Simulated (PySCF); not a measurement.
Static response to an electric field

C₅H₁₃NSi.
SMILES with atom numbers: `[CH3:1][CH2:2][CH2:3][C@@H:4]1[CH2:5][Si@H:6]1[NH2:7]` (hydrogens: H8, H9, H10 on C1; H11, H12 on C2; H13, H14 on C3; H15 on C4; H16, H17 on C5; H18 on Si6; H19, H20 on N7)

Geometry (GFN2-xTB, Å), atoms numbered from 1 in this order:
```xyz
20
C5H13NSi angstrom
C     -3.0218    0.5432   -0.5569
C     -1.5875    0.0917   -0.8032
C     -0.8624   -0.2476    0.4971
C      0.5682   -0.6715    0.2549
C      1.5097   -0.6781    1.4855
Si     2.0017    0.5552    0.1604
N      3.4709    0.2952   -0.7014
H     -3.0394    1.4327    0.0694
H     -3.5186    0.7748   -1.4964
H     -3.5863   -0.2388   -0.0530
H     -1.5897   -0.7865   -1.4535
H     -1.0356    0.8824   -1.3176
H     -1.4036   -1.0497    1.0109
H     -0.8727    0.6276    1.1512
H      0.6186   -1.5840   -0.3354
H      2.0743   -1.5862    1.6502
H      1.0580   -0.3330    2.4052
H      1.7631    1.9780    0.2983
H      3.5243    0.6053   -1.6583
H      3.9235   -0.6000   -0.6105
```

Level: PBE0/def2-SVPD (PySCF), static field, nuclei fixed, core orbitals frozen in the response. The polarisability tensor in these axes (au):

```
x   112.74   3.78  -1.60
y     3.78  86.65  -5.64
z    -1.60  -5.64  87.64
```

Q: Give the principal values, the mean and the anisotropy Δα = √{½[(α1 − α2)² + (α2 − α3)² + (α1 − α3)²]}.

A: Principal values 81.39, 92.14 and 113.51 au; mean 95.68 au = 14.18 Å³ = 15.78 × 10⁻⁴⁰ C²·m²/J; Δα = 28.32 au (30 % of the mean).

Q: What is the dipole moment, and where does it point?

A: (0.40, -0.63, -1.10) D, 1.33 D in size, pointing from the negative to the positive side. Measured along this direction, the outermost atoms are H8 at the negative end and H19 at the positive end.

Q: What are the principal values of the traceless quadrupole moment, Θ = ½Σq(3rr − r²1), about the centre of nuclear charge?

A: -7.82, 1.23, 6.60 D·Å. The values depend on the origin, since the dipole doesn't vanish. The electronic extent ⟨r²⟩ about the same centre is 1427 bohr², a root-mean-square distance of 2.50 Å for the 64 electrons.

Q: Refractivity n − 1 of an ideal gas of it at 273.15 K and 1 atm, from the electronic α?

A: N = p/kT = 2.6868 × 10¹⁹ cm⁻³, so n − 1 = 2π × N × 14.18 × 10⁻²⁴ cm³ = 2393 × 10⁻⁶ at long wavelengths.

Q: In a dilute gas of rigid molecules at 298 K, how does the orientational term μ²/3kT compare with the electronic polarisability?

A: In Gaussian units μ²/3kT = 14.32 Å³ against 14.18 Å³, a ratio of 1.01; the Debye molar polarisation (4π/3)N_A(α + μ²/3kT) is 71.9 cm³/mol, leaving out the vibrational part.

Q: What depolarisation ratio follows for Rayleigh scattering of linearly polarised light, taking the static tensor?

A: ρ = 3Δα²/(45ᾱ² + 4Δα²) = 2405.8/(411936 + 3207.7) = 0.0058.

One conformer (not necessarily the lowest) at the GFN2-xTB geometry, without solvent, vibrations or thermal averaging.

The run behind these numbers computed excited states as well. Time: 41 s (grids of density and orbitals included); peak memory 0.98 GiB. Hardware: an Arm Neoverse V2 with one thread, shared host with 96 logical CPUs at a one-minute load of 12.
